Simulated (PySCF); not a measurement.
Stationary points of ScOCl

These are results of PBE0 in PySCF with Sc def2-TZVP, O def2-TZVP, Cl def2-TZVP; no relativity; density-fitted integrals, not measurements.

Relaxations began from a few typed shapes. The search is not exhaustive: other isomers or separated fragments can lie lower, and high-lying points may rest on an excited occupation.

| spin | group | bonds | angles | imaginary modes (cm⁻¹) | ΔE (kJ/mol) | ΔE with ZPE (kJ/mol) |
| --- | --- | --- | --- | --- | --- | --- |
| singlet | Cs | Sc–Cl 2.358 Å, Sc–O 1.659 Å | Cl–Sc–O 126.4° | none | 0.0 | 0.0 |
| singlet | C∞v | Sc–Cl 2.427 Å, Sc–O 1.671 Å | Cl–Sc–O 180.0° | 125i, 125i | 21.2 | – |

The lowest minimum found is the singlet Cs: Sc–Cl 2.358 Å, Sc–O 1.659 Å; Cl–Sc–O 126.4°.

Formally Sc is in oxidation state +3, d0. The polar-tensor charge on Sc, 1.85, is below the formal one.
